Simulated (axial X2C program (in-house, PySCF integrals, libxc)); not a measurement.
Worked dissociation energy of CoBr⁺: PBE0, spin-free

All values were computed with an in-house all-electron X2C program for linear molecules (integrals from PySCF). Spin-free means the one-electron spin-free X2C Hamiltonian. Basis: Br dyall-cv3z [8s9p6d4f1g], Co dyall-cv3z [9s10p6d3f2g] (cores contracted in-house); Gaussian nuclei, density fitting, unrestricted open shells. Masses: Br 78.918 u, Co 58.933 u.

Molecular state: M_S = 3/2, Λ = 2 (beyond evenly filled blocks: π+α, π-α, δ+α, δ+β, δ-α).

```
E(Br) (2M_S = 1, M_L = 0)  : -2606.010777 hartree
E(Co+) (2M_S = 2, M_L = 2) : -1392.752873 hartree
E(CoBr⁺) at Re             : -3998.865373 hartree
ωe                         : 370.9 cm⁻¹
ωexe                       : 0.922 cm⁻¹
```

Question: Work out De and D0.

Answer: De = -2606.010777 + (-1392.752873) − (-3998.865373) = 0.10172 hartree = 2.768 eV. The zero-point energy is ωe/2 − ωexe/4 = 185 cm⁻¹ = 0.023 eV, so D0 = 2.745 eV.

The state is a single determinant with fixed occupations, the lowest that a limited PBE0 search found. De is counted from the lowest determinant-based energies of the atoms at the same level, without counterpoise correction. PBE0 can misorder states that lie within some tenths of an eV, so this need not be the ground state of the molecule. The nearest other spin-free determinant of the search, M_S = 3/2, Λ = 3, lies 0.13 eV up at the distance of the search. The functionals have no current-density term, which raises determinants with orbital currents, atoms included. Spin-free De lacks the spin–orbit lowering of the heavy p-block atom, a tenth of an eV or more for 4p and 5p, up to an eV for 6p and one to two eV for 7p atoms, less what an open-shell molecule gains itself.

Each atomic determinant is the lowest at this level and need not be a pure term. Totals compare only within one Hamiltonian and basis.
